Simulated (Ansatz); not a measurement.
Gas-phase electronic energies from Ansatz, PBE0-D4/def2-TZVP geometries. CCSD(T)/CBS is the MP2 limit (def2-TZVPP, def2-QZVPP) plus CCSD(T) − MP2 in def2-TZVPP, frozen cores. Functionals use def2-TZVPP. B3LYP here is the variant with VWN-RPA as its local correlation; programs differ in this. Elements past krypton have def2 core potentials. For Br, Ga, Mo outer-core shells are correlated without core-valence functions, which leaves a few kJ/mol of doubt a bond. Scalar relativity is left out up to krypton. Each species was taken in one conformer, which may not be the lowest.

`[OH][Ga]([F])[Br]` + `[NH]=[Mo](=[NH])([OH])[Cl]` → `[OH][Ga]([Cl])[Br]` + `[NH]=[Mo](=[NH])([OH])[F]`  (redistribution)

`[OH][Ga]([F])[Br]`:

Cartesian coordinates in Å:
```
O 0.583 0.353 1.239
Ga -0.011 0.159 -0.409
F 0.464 1.371 -1.554
Br -1.327 -1.538 -1.107
H 0.290 -0.345 1.831
```

`[NH]=[Mo](=[NH])([OH])[Cl]`:

```xyz
8

N     0.405   -0.401    1.393
Mo   -0.196    0.297   -0.059
N     1.053    0.376   -1.234
O    -1.562   -0.799   -0.750
Cl   -0.868    2.425    0.416
H     1.156   -0.762    1.967
H     2.007    0.297   -1.561
H    -1.995   -1.432   -0.171
```

`[OH][Ga]([Cl])[Br]`:

```xyz
5

O     1.339   -0.248    0.438
Ga   -0.345    0.168    0.106
Cl   -1.414    1.235    1.583
Br   -1.334   -0.424   -1.846
H     1.754   -0.731   -0.281
```

`[NH]=[Mo](=[NH])([OH])[F]`:

```xyz
8

N     0.034    1.102   -1.020
Mo    0.341   -0.017    0.251
N    -1.001   -0.067    1.322
O     0.527   -1.735   -0.498
F     1.849    0.546    1.190
H    -0.543    1.792   -1.483
H    -1.909    0.201    1.675
H     0.702   -1.821   -1.438
```

CCSD(T)/CBS gives -3.8 kcal/mol.

Another level gave -5.6 kcal/mol. Which?
A. SCS-MP2/def2-TZVPP
B. PBE-QIDH/def2-TZVPP
C. MP2/def2-TZVPP
D. B3LYP-D4/def2-TZVPP

D. B3LYP-D4 -5.6, SCS-MP2/def2-TZVPP -0.7, PBE-QIDH -3.5, MP2/def2-TZVPP 0.5 kcal/mol.

What do rigid-rotor, harmonic-oscillator terms from PBE0-D4/def2-TZVP frequencies (298.15 K, 1 bar) make of the CCSD(T)/CBS value? (Estimate.)

The calculation gave: ΔZPE = +0.1 kcal/mol, ΔH = -3.7 kcal/mol, ΔS = -1 J/(mol·K), ΔG = -3.7 kcal/mol.

Largest T1 diagnostic among the species: 0.022, so the coupled-cluster value is less sure than usual.

In def2-TZVPP, CCSD(T) changes the Hartree–Fock value by +2.8 kcal/mol (the triples alone add +0.6 kcal/mol) and MP2 by +6.7 kcal/mol. Leaving LDA and LC-ωPBE aside and taking each functional with its dispersion term where it has one, the values, not all of them listed here, spread over 3.0 kcal/mol, from ωB97X-V to PBE-QIDH.
